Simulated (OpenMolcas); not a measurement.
**What dynamic correlation does to the levels of Al⁺**

| Property | Result |
| --- | --- |
| Program | OpenMolcas 26.06 |
| Basis | ANO-RCC [9s9p5d3f2g] |
| Scalar Hamiltonian | DKH2, point nucleus |
| Active space | 2 electrons in 8 orbitals (3s 3p 4s 4p) |
| State averaging | 2S+1 = 3 even, 3 roots; 2S+1 = 1 even, 7 roots; 2S+1 = 3 odd, 3 roots; 2S+1 = 1 odd, 3 roots |
| Spin-orbit coupling | state interaction with AMFI integrals over the reference wave functions, term energies averaged over their components |

Methods on the same reference wave functions:
A. CASSCF
B. SS-CASPT2, IPEA 0.25 Eh, imaginary shift 0.1 Eh (closed shells correlated: 2s 2p)
C. MS-CASPT2, IPEA 0.25 Eh, imaginary shift 0.1 Eh (closed shells correlated: 2s 2p)

Energies in cm⁻¹ above 3s² ¹S₀, the measured ground level; measured values from NIST Handbook of Basic Atomic Spectroscopic Data.

```
     Level      A      B      C  Measured
   3s² ¹S₀    0.0    0.0    0.0       0.0
3s 3p ³P°₀  37056  37240  37250     37393
3s 3p ³P°₁  37106  37290  37300     37454
3s 3p ³P°₂  37207  37390  37400     37578
3s 3p ¹P°₁  67365  60810  60820     59852
```

Deviations, from unrounded energies. A percentage is the sum of absolute deviations over the sum of measured energies, with the sign that they share, or ± where signs differ.

| Against measurement | Levels | A | B | C |
| --- | --- | --- | --- | --- |
| mean absolute deviation (cm-1) | 4 | 2100 | 370 | 360 |
| other configurations (%) | 4 | ±5.0 | ±0.9 | ±0.8 |

B, C lie about equally close to measurement and A furthest from it. The largest miss of C in the table is 3s 3p ¹P°₁, by +970 cm-1. The ranking rests on the paired levels alone, and a cruder setting can come out closer through cancelling errors.

Between B and C the level of the table that moves most is 3s 3p ¹P°₁, by 8.7 cm-1 (lowest in B, highest in C). Moves below CASPT2's spread within the term are not significant.

The lowest spin-free term lies below A's lowest term by 0.257 hartree in B, 0.257 hartree in C.

Over all roots computed the reference weight is 0.88 to 0.98 in B, 0.89 to 0.98 in C; the roots of lowest weight are the least certain, and an intruder state may touch them. The run also gave levels led by 3s 4s, which use shells meant for correlation; these and all levels above them are left out. Without dynamic correlation excited terms often stand tens of per cent too high (terms of higher spin than the ground term too low), and those without a measured partner can miss by more than the paired ones (holds for A). Measured partners are found by configuration, term and J. A level has none where our copy of the source lacks it or the pairing is in doubt (some pairs that miss far off the trend of their configuration count as doubtful), and it then counts in no deviation. Only configurations of the active space appear. The table leaves out levels that lie high or whose names do not pair safely across all columns.

° marks odd parity.
